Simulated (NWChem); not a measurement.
## Lowest excitation of bromine (Br$_{2}$)

SMILES: BrBr
```xyz
2

Br     0.0000     0.0000     1.1492
Br     0.0000     0.0000    -1.1492
```
Charge 0, spin multiplicity 1.

Program: NWChem. Structure: optimised with PBE0/def2-SVP, a minimum by its harmonic frequencies.

Basis set: def2-SVPD.

```tsv
method	lowest vertical singlet excitation energy (eV)	relative cost	difference from EOM-CCSD
CIS	3.33	1	+0.28
TD-LDA (SVWN5)	2.47	under 3	-0.58
TD-PBE	2.55	under 3	-0.51
TD-B3LYP	2.64	under 3	-0.42
EOM-CCSD	3.05	100	0.00
```

The values span 0.86 eV, from TD-LDA (SVWN5) (lowest) to CIS (highest). Costs are rough ratios of processor time within this set of runs, SCF included, with CIS as 1.

The Hamiltonian is non-relativistic. The correlated methods keep 18 core orbitals frozen. B3LYP has NWChem's definition, with VWN1-RPA local correlation. No row is a measurement; the coupled-cluster row has its own basis-set and correlation limits.
